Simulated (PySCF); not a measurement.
# Static response to an electric field

Compound: C₃H₁₀ClGaS.
SMILES with atom numbers: `[CH3:1][S+:2]([CH3:3])[GaH2-:4][CH2:5][Cl:6]` (hydrogens: H7, H8, H9 on C1; H10, H11, H12 on C3; H13, H14 on Ga4; H15, H16 on C5)

Geometry (PBE0-D3(BJ)/def2-SVP, Å), atoms numbered from 1 in this order:
```
atom  x, y, z in Å
C1    -0.9575    1.5675    0.0831
S2    -1.2613   -0.0091   -0.7387
C3    -1.9782   -0.9589    0.6159
Ga4    1.0688   -1.0831   -0.9187
C5     2.2041    0.3429   -0.0901
Cl6    3.8736   -0.3492   -0.1361
H7    -1.9134    2.0320    0.3625
H8    -0.4404    2.2133   -0.6389
H9    -0.3225    1.4351    0.9697
H10   -2.1709   -1.9674    0.2272
H11   -1.2749   -1.0314    1.4572
H12   -2.9253   -0.5011    0.9343
H13    1.1556   -1.2285   -2.4809
H14    0.7250   -2.3134    0.0082
H15    1.9877    0.5609    0.9654
H16    2.2401    1.2911   -0.6448
```

Level: PBE0/def2-SVPD (PySCF), static field, nuclei fixed, core orbitals frozen in the response. The polarisability tensor in these axes (au):

```
x   127.77  -1.87  -3.88
y    -1.87 102.50   1.95
z    -3.88   1.95  92.60
```

Task: Diagonalise the tensor; give its mean and Δα, where Δα² is half the sum of the squared differences of the eigenvalues.

Result: Principal values 91.89, 102.63 and 128.36 au; mean 107.63 au = 15.95 Å³ = 17.75 × 10⁻⁴⁰ C²·m²/J; Δα = 32.46 au (30 % of the mean).

Task: What is the dipole moment, and where does it point?

Result: (-5.41, 2.63, 2.14) D, 6.39 D in size, pointing from the negative to the positive side. Measured along this direction, the outermost atoms are Cl6 at the negative end and H12 and H7 at the positive end.

Task: Form Σ f/ω² (atomic units) for the 10 lowest TDDFT singlets, given as eV and f, and set it beside the mean polarisability, which is this sum over all singlets: 5.61, 0.0441; 5.87, 0.0099; 6.20, 0.0026; 6.38, 0.0045; 6.42, 0.0033; 6.54, 0.0141; 6.60, 0.0061; 6.70, 0.0075; 6.78, 0.0951; 6.91, 0.0060.

Result: They add up to 3.54 au, 3.3 % of the 107.63 au; the largest single term is 1.53 au, from the state at 6.78 eV. Terms in order: 1.04, 0.21, 0.05, 0.08, 0.06, 0.24, 0.10, 0.12, 1.53, 0.09 au. Higher excitations give the rest. The strengths listed sum to 0.193.

Task: Traceless (Buckingham) quadrupole moment about the centre of nuclear charge: eigenvalues?

Result: -9.34, 3.75, 5.59 D·Å. The values depend on the origin, since the dipole doesn't vanish. The electronic extent ⟨r²⟩ about the same centre is 1768 bohr², a root-mean-square distance of 2.32 Å for the 92 electrons.

Task: What depolarisation ratio follows for Rayleigh scattering of linearly polarised light, taking the static tensor?

Result: ρ = 3Δα²/(45ᾱ² + 4Δα²) = 3160.5/(521247 + 4214.1) = 0.00601.

Task: Orientational against electronic polarisability at 400 K (dilute gas, rigid molecules)?

Result: In Gaussian units μ²/3kT = 246.09 Å³ against 15.95 Å³, a ratio of 15.43; the Debye molar polarisation (4π/3)N_A(α + μ²/3kT) is 661.0 cm³/mol, leaving out the vibrational part.

Isolated species at its PBE0-D3(BJ)/def2-SVP geometry (one conformer only). The calculation is non-relativistic, for gallium too.
